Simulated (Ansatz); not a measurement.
A run for Ansatz (an electronic-structure program): R-wB97X-V/def2-TZVPPD on H2 (SMILES [H][H]) with ghost functions, monomers drawn apart or pushed together. Files ending in .json are basis or fitting sets from the Basis Set Exchange.

Ansatz 0.2 input:
```yaml
crystal:
  periodic: [false, false, false]
  atoms:
    - {symbol: H, position_ang: [0.17127357, -0.04073139, 0.52810902]}
    - {symbol: H, position_ang: [0.20180037, -0.44200840, -0.09890561]}
basis:
  gaussian:
    orbitals: def2-TZVPPD.json
    ghost_atoms:
      - {symbol: C, position_ang: [-0.62589537, 1.46498312, 5.67173672]}
      - {symbol: C, position_ang: [0.20382535, 0.46497369, 5.94102726]}
      - {symbol: C, position_ang: [-0.15537040, -0.98594085, 5.90353196]}
      - {symbol: H, position_ang: [-1.65998242, 1.28486333, 5.39908843]}
      - {symbol: H, position_ang: [-0.30430563, 2.49759172, 5.71430890]}
      - {symbol: H, position_ang: [1.23192486, 0.69522110, 6.20867001]}
      - {symbol: H, position_ang: [0.01614617, -1.45727889, 6.87543491]}
      - {symbol: H, position_ang: [-1.20153612, -1.13118412, 5.63109670]}
      - {symbol: H, position_ang: [0.46432620, -1.52340799, 5.17987540]}
hamiltonian:
  xc: {name: wB97X-V}
scf: {lower_state_search: off}
```

The head of its log:

```
WARN ansatz: RAYON_NUM_THREADS=1 ignored (pool sized by the plan → 1); use --threads N
Functional definition: wB97X-V
these checks for a lower state are left out or cut short: stability, starts, cluster_reference, orbital_swaps, neighbouring_geometries, increment
integrals: 0.13 GiB planned
898 factors; their error is unknown
integrals: 0.17 GiB planned
346 factors; integrals over basis functions are off by at most 4.1e-5 eV
mean field: 1.33 GiB planned
mean field evaluation 1: about -31.8968 eV, gradient 2.2e0 eV
mean field evaluation 2: about -31.9108 eV, gradient 3.9e-1 eV
```

Q: Give the final energy of this run.

A: -1.1726 hartree.
